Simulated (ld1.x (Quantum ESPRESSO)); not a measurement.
# What one change does to a pseudopotential (Bi, TM semilocal)

bismuth (Bi), norm-conserving Troullier–Martins (semilocal form), made with ld1.x (Quantum ESPRESSO) 7.5 (PBE, scalar-relativistic). Core [Xe] 4f14 5d10, reference 6s1 6p4. Waves: 6s (bound): rc 1.90 bohr; 6p (bound): rc 1.95 bohr. Local part: the p channel. Core correction: Bessel-smoothed model core inside 1.70 bohr.

Change: all radii but the core radius scaled by about 1.14 (s 2.16, p 2.22 bohr).

Cutoffs: the cutoffs (Ry, on a coarse ladder) from which the occupation-weighted sum of valence levels, in a spherical-Bessel basis at the reference potential, stays within 10 and 1 mRy of its value at 400 Ry; they do not see the model core or the augmentation charge, which bear on the density cutoff. Errors are all-electron minus pseudo energies relative to the spin-unpolarised reference configuration.

Problem. How do hardness, ghosts and transferability respond?

Solution. The potential gets softer (30 Ry and 55 Ry → 21 Ry and 30 Ry); of the 7 tests that both files solve, the error grows in 5 and shrinks in 0 by more than 15 % and 0.3 meV (median size 25.5 → 36.7 meV); neither file shows a bound ghost. A larger radius leaves more room for a smooth pseudo-wave, so fewer plane waves are needed. More of the atom is replaced by a form fitted at one configuration, so other configurations suffer. A semilocal file is local in each channel, so a ghost entry of none says nothing of the separable form that plane-wave codes build from it.

```tsv
quantity	base	changed
cutoff, loose	30 Ry	21 Ry
cutoff, tight	55 Ry	30 Ry
loose cutoff by channel (10 mRy a level)	s 21 Ry, p 21 Ry	s 18 Ry, p 10 Ry
bound ghosts	none	none
error for 6s2 6p3, meV [ΔE -10.08 eV]	-23	-31
error for 6s2 6p2, meV [ΔE -2.17 eV]	-15	-25
error for 6s2 6p1, meV [ΔE 13.08 eV]	-35	-47
error for 6s2 6p3.3, meV [ΔE -11.18 eV]	-25	-33
error for 6s2 6p0, meV [ΔE 36.42 eV]	-152	-158
error for 6s1 6p0, meV [ΔE 81.83 eV]	-609	-578
error for 6s0 6p5, meV [ΔE 10.42 eV]	-25	-37
```
